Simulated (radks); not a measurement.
Spherical quantum dot in the effective-mass picture: electrons in a parabolic well V = omega^2 r^2 / 2 with omega = 0.996, all in effective atomic units (hartree* = m*/eps^2 hartree, bohr* = eps/m* bohr), one dielectric constant everywhere. Calculated with a radial shooting solver with Libxc functionals: non-relativistic Kohn-Sham, exchange-only LDA, spin-polarised, spherical densities. Levels are named by radial order and angular momentum (1s, 1p, 1d, 2s, ...), and open shells are averaged over m. Results are scaled to m* = 0.115 and eps = 14.7, for which hartree* = 14.48 meV and bohr* = 6.764 nm.

N = 27, configuration 1s2 1p6 1d10 2s2 1f(up 7, down 0). This is the lowest configuration that the search found. Occupied and some empty levels:

level    occupation  eigenvalue (meV)  <r> (nm)
1s up             1            183.38     12.16
1s down           1            184.09     11.74
1p up             3            189.17     15.09
1p down           3            190.28     14.83
1d up             5            195.82     17.10
1d down           5            197.15     16.98
2s up             1            197.51     14.61
2s down           1            198.42     14.78
1f up             7            203.26     18.67
1f down           0            204.70     18.64
2p up             0            205.96     16.36
2p down           0            206.86     16.45
1g up             0            211.41     19.98
1g down           0            212.87     20.01
2d up             0            214.86     18.01
2d down           0            215.81     18.04

Energy (meV): total 3395.38, kinetic 354.81, external 1250.1, Hartree 1945.8, exchange-correlation -155.32.

Electron density:

r (nm)  n(r) (e/nm^3)
0.687       0.0009229
2.41        0.0008707
4.14        0.0007824
5.87        0.0006952
7.59        0.0006437
9.31        0.0006422
11.0        0.0006781
12.8        0.0007172
14.5        0.0007209
16.2        0.0006641
17.9        0.0005476
19.7        0.0003968
21.4        0.0002501
23.1        0.0001357
24.9       0.00006295
26.6       0.00002489
28.3        8.344e-06
30.0        2.391e-06
31.8        5.854e-07
33.5        1.223e-07
